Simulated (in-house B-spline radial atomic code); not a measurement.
## Ionising Bi XIX (Bi18+) with different functionals

Computed with a radial B-spline atomic code at the basis-set limit: scalar-relativistic (spin-free X2C) Hamiltonian, Fermi nucleus of rms radius 5.5211 fm, spin-polarised at highest spin, spherical fractional occupations for the functionals. The ionisation energy is the difference of two self-consistent energies, [Kr] 4d10 4f14 5s2 5p3 → [Kr] 4d10 4f14 5s2 5p2, without Breit or QED terms; ε is the level of the shell that loses the electron (its least bound occupied spin orbital). There is no spin-orbit coupling in this Hamiltonian.

Hybrids are left out here: with spherical fractional occupations of an open shell their exact exchange keeps a self-interaction that integer-occupation calculations don't have.

| method | rung | ΔSCF (eV) | -ε(5p) (eV) |
| --- | --- | --- | --- |
| BLYP | GGA | 460.98 | 447.82 |
| BP86 | GGA | 461.18 | 448.09 |
| AM05 | GGA | 461.28 | 448.18 |
| revTPSS | meta-GGA | ? | ? |
| TPSS | meta-GGA | ? | ? |

Question: What does revTPSS give?

Answer: ΔSCF 461.29 eV, and -ε(5p) = 448.36 eV.

Question: What does TPSS give?

Answer: ΔSCF 461.17 eV, and -ε(5p) = 448.20 eV.

Question: Among the functionals, which spreads more, the ΔSCF values or the orbital energies?

Answer: The orbital energies: ΔSCF values span about 0.32 eV and the orbital energies 0.54 eV.

Question: How do they compare with the NIST value?

Answer: NIST lists 464 eV ± 23 (tabulated theory, ground level to ground level). Errors run from -3.02 to -2.71 eV; all lie within about twice that uncertainty, so the table can't rank the methods.
